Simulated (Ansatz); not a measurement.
One change: `[SiH3]BCl` becomes `[SiH3][GaH][Cl]`.

Ansatz, PBE0-D4/def2-TZVP geometries, multiplicity 1. 

Scalar relativity is left out up to krypton.

```
                                        property  `[SiH3]BCl`
             HOMO–LUMO gap (PBE/def2-TZVPP) / eV         3.50
  size of the dipole moment (PBE/def2-TZVPP) / D         0.25
         HOMO–LUMO gap (ωB97M-V/def2-TZVPP) / eV         9.90
           HOMO energy (ωB97M-V/def2-TZVPP) / eV       -10.15
size of the dipole moment (B3LYP/def2-TZVPP) / D         0.35
               LUMO energy (PBE/def2-TZVPP) / eV        -3.23
```

Q: Give the same properties after the change, and the shifts. (Estimate.)

A: The calculation gave: 
```csv
property,`[SiH3][GaH][Cl]`,shift
HOMO–LUMO gap (PBE/def2-TZVPP) / eV,3.80,0.30
size of the dipole moment (PBE/def2-TZVPP) / D,1.96,1.71
HOMO–LUMO gap (ωB97M-V/def2-TZVPP) / eV,9.49,-0.41
HOMO energy (ωB97M-V/def2-TZVPP) / eV,-9.88,0.27
size of the dipole moment (B3LYP/def2-TZVPP) / D,2.10,1.75
LUMO energy (PBE/def2-TZVPP) / eV,-2.89,0.34
```

Dipoles are sizes alone; their direction can turn.

B3LYP here is the variant with VWN-RPA as its local correlation; programs differ in this.
